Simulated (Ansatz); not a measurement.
Counterpoise correction, worked out

The pair of Br⁻ (SMILES [Br-], atom 1) and CH4S (SMILES CS, atoms 2–7), both closed shells, in one local arrangement (a lower one may exist), relaxed at PBE0-D4/def2-TZVPD:

Br1  (-0.093, -0.137, -2.915)
C2  (0.379, 0.168, 0.790)
S3  (-1.293, -0.462, 0.500)
H4  (0.843, 0.301, -0.191)
H5  (0.964, -0.542, 1.377)
H6  (0.347, 1.127, 1.311)
H7  (-1.148, -0.456, -0.872)
(Å)

Program: Ansatz 0.2.0. Basis: def2-TZVPPD. Cores are frozen in the correlated methods. Filled d shells of the heavier atoms are correlated. The def2 sets are not built for correlating such inner shells, so the correlated values are less sure here.

CCSD(T) total energies in eV:

| system | geometry | basis functions | energy |
| --- | --- | --- | --- |
| pair | pair | all | -81932.72048 |
| Br⁻ | as in the pair | all (partner as ghosts) | -70009.14175 |
| CH4S | as in the pair | all (partner as ghosts) | -11923.07539 |
| Br⁻ | as in the pair | its own | -70009.07907 |
| CH4S | as in the pair | its own | -11923.06848 |
| Br⁻ | free (PBE0-D4 minimum) | its own | -70009.07907 |
| CH4S | free (PBE0-D4 minimum) | its own | -11923.16574 |

Question: Work out the interaction energy with and without the counterpoise correction, the superposition error, and the binding energy from the relaxed fragments.

Answer: Without correction: -81932.72048 − (-70009.07907) − (-11923.06848) = -0.57293 eV.
With correction (each fragment in the whole basis): -81932.72048 − (-70009.14175) − (-11923.07539) = -0.50334 eV = -11.61 kcal/mol.
The superposition error is the difference, 0.06959 eV, 12 % of the uncorrected value: each fragment borrows its partner's functions.
Deformation from the free shapes: 0.00000 eV for Br⁻ and 0.09726 eV for CH4S.
Binding energy from relaxed fragments: -0.50334 + 0.00000 + 0.09726 = -0.40608 eV = -9.36 kcal/mol (electronic, without zero-point energy; negative means bound). For comparison, the corrected interaction energy by CCSD(T) at an estimated basis limit (MP2 extrapolated from triple and quadruple zeta, plus CCSD(T) − MP2 in triple zeta) is -0.564 eV; triple zeta with the correction binds less.

The T1 diagnostic stays at or below 0.010.

For scale, one of the runs: CCSD(T)/def2-TZVPPD, 213 basis functions, launched by `ansatz run in.yaml --threads 4 --pin off --events-out ev --progress --plain --max-ram 9574MiB`. Time: 20 s of wall clock on 4 CPU threads of an Intel Xeon 6975P-C; the host was shared. Peak host memory: 3.2 GiB.
